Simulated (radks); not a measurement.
The boron ion B2+, [He] 2s1. Calculated with a radial shooting solver on a logarithmic mesh with Libxc functionals: non-relativistic Kohn-Sham, PBE, spin-polarised, spherical densities, point nucleus. Every spin shell is full or empty, so the densities are truly spherical. Functionals are evaluated on that one density, not self-consistently. Rank these orbital-free kinetic functionals by their error against the exact value of the orbitals, and give that value: Thomas-Fermi, TF + vW, TF + vW/9, TF + vW/5, LC94, Perdew 92, Thakkar, LKT, DePristo-Kress, Ernzerhof.

Answer. Exact: 23.3362 hartree. From best to worst, with 100 (|E| - |E exact|)/|E exact| (equal figures are ties): DePristo-Kress -0.12, LC94 +0.39, TF + vW/9 +0.59, Perdew 92 +0.61, Thakkar +0.62, Ernzerhof +3.37, TF + vW/5 +9.04, Thomas-Fermi -9.97, LKT +56.23, TF + vW +85.07.
